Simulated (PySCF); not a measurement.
PySCF 2.14 output of an unrestricted TPSS calculation on a single atom or ion in aug-cc-pV5Z-PP with ECP60MDF (8s8p7d5f4g3h2i, 197 functions), with a scalar-relativistic core potential:

```
SCF conv_tol = 1e-09
number electrons alpha = 9  beta = 8
    J. Tao, J. P. Perdew, V. N. Staroverov, and G. E. Scuseria.,  Phys. Rev. Lett. 91, 146401 (2003)
    J. P. Perdew, J. Tao, V. N. Staroverov, and G. E. Scuseria.,  J. Chem. Phys. 120, 6898 (2004)
    J. Tao, J. P. Perdew, V. N. Staroverov, and G. E. Scuseria.,  Phys. Rev. Lett. 91, 146401 (2003)
    J. P. Perdew, J. Tao, V. N. Staroverov, and G. E. Scuseria.,  J. Chem. Phys. 120, 6898 (2004)
cycle= 1 E= -119.004954115324  delta_E= -0.00787  |g|= 0.11  |ddm|= 0.447
cycle= 2 E= -119.005120211769  delta_E= -0.000166  |g|= 0.139  |ddm|= 0.378
cycle= 3 E= -119.012402187849  delta_E= -0.00728  |g|= 0.0202  |ddm|= 0.156
cycle= 4 E= -119.012873680705  delta_E= -0.000471  |g|= 0.0107  |ddm|= 0.0576
cycle= 5 E= -119.013211791595  delta_E= -0.000338  |g|= 0.0135  |ddm|= 0.106
cycle= 6 E= -119.013273239846  delta_E= -6.14e-05  |g|= 0.00174  |ddm|= 0.0199
cycle= 7 E= -119.013275948479  delta_E= -2.71e-06  |g|= 0.00017  |ddm|= 0.00855
cycle= 8 E= -119.013275993341  delta_E= -4.49e-08  |g|= 4.85e-05  |ddm|= 0.00166
cycle= 9 E= -119.013276000996  delta_E= -7.65e-09  |g|= 6.61e-06  |ddm|= 0.000518
cycle= 10 E= -119.013276001073  delta_E= -7.75e-11  |g|= 5.48e-07  |ddm|= 4.44e-05
converged SCF energy = -119.013276001073  <S^2> = 1.0391584  2S+1 = 2.2708222
```

The run itself started from symmetry-adapted Hartree-Fock orbitals and held the occupation by maximum overlap, on a logarithmic radial grid, so the iterations belong to that start.

Problem. Which element, charge and spin multiplicity is this?

Solution. Pt⁺ (platinum, charge +1), multiplicity 2; the state was [Xe] 4f14 5d9, 2D determinant.

Energies and moments cover only the electrons outside the core potential. Spin-orbit coupling, absent here, splits the open shell strongly. ⟨S²⟩ = 1.04 against 0.75 shows spin contamination.
